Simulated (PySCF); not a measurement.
Species: C₅H₆N₂S.
Bonds: C1–S2 (aromatic), S2–N3 (aromatic), N3–N4 (aromatic), N4–C5 (aromatic), C5–C6, C6–C7, C7–C8, C1–C5 (aromatic), C6–C8. Hydrogens: H9 on C1; H10 on C6; H11, H12 on C7; H13, H14 on C8.

Definitions: NICS(0) = −σiso at the ring centroid; NICS(1) = −σiso and NICS(1)zz = −σzz at ±1 Å along the ring normal z. Level: GIAO PBE0/pcSseg-1 (PySCF, non-relativistic, gas phase) on the GFN2-xTB geometry, one conformer.

Rings: 1. C1–S2–N3–N4–C5; 2. C6–C7–C8.

| set | NICS(0) | NICS(1), two faces | NICS(1)zz, two faces |
| --- | --- | --- | --- |
| P | -12.3 | -13.4 / -13.4 | -31.9 / -31.9 |
| Q | -41.9 | -7.7 / -5.0 | -23.0 / -20.8 |

Task: Which set (ppm) belongs to which ring?

Result: P = 1, Q = 2.
- 1 (5-membered ring with 2 N and S; formal bonds all aromatic): mean NICS(1)zz -31.9 ppm, shielded, aromatic by this magnetic criterion (flat ring, no four-coordinate atom).
- 2 (3-membered carbocycle; formal bonds all single): mean NICS(1)zz -21.9 ppm, shielded. C6, C7, C8 have four or more neighbours, so the value isn't read as a sign of a π ring current.

Task: How do the rings differ in shape?

Result: 
```
ring                   bond lengths (Å)  rms pucker (Å)  HOMA  nearest outside atom to a NICS(1) probe (Å)
   1  1.705, 1.660, 1.252, 1.350, 1.378            0.00     –                                hydrogen 2.53
   2                1.507, 1.490, 1.507            0.00     –                                hydrogen 1.44
```

The values belong to the conformer `[cH:1]1[s:2][n:3][n:4][c:5]1[CH:6]1[CH2:7][CH2:8]1`: N4–C5–C6–C7 35°.
